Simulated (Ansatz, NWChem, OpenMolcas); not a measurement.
A family of molecules: the HOMO–LUMO gap

Gas-phase molecules, one atom swapped for its congeners: LiI (Lithium Iodide); NaI (Sodium Iodide); KI (Potassium Iodide); RbI; CsI. All are singlets with charge 0.

Shapes, held fixed at every level: measured bond length; NaI from PBE0-D4/def2-TZVP. Programs: Ansatz 0.2.0, NWChem 7.3.0, OpenMolcas 26.06. A level may come from different programs for different species; with the same settings they agree closely. Values in eV.

**Question.** How should the HOMO–LUMO gap change along the series?

**Answer.** At PBE0/def2-SVP the HOMO–LUMO gap isn't monotonic: it is largest for Li and smallest for K (4.69 and 3.78 eV). 1 of 3 levels show this order throughout; 1 agree on the largest and the smallest. For atoms past krypton def2 sets carry core potentials with scalar relativity. All-electron rows are non-relativistic unless named. Orbital gaps aren't excitation energies, and the LUMO depends on the basis.

```
        level   LiI   NaI    KI   RbI   CsI
  HF/def2-SVP  8.40  7.72  7.34  7.20  7.24
     HF/3-21G  8.24  7.50  6.85  6.68  6.95
PBE0/def2-SVP  4.69  4.00  3.78  3.79  3.93
```
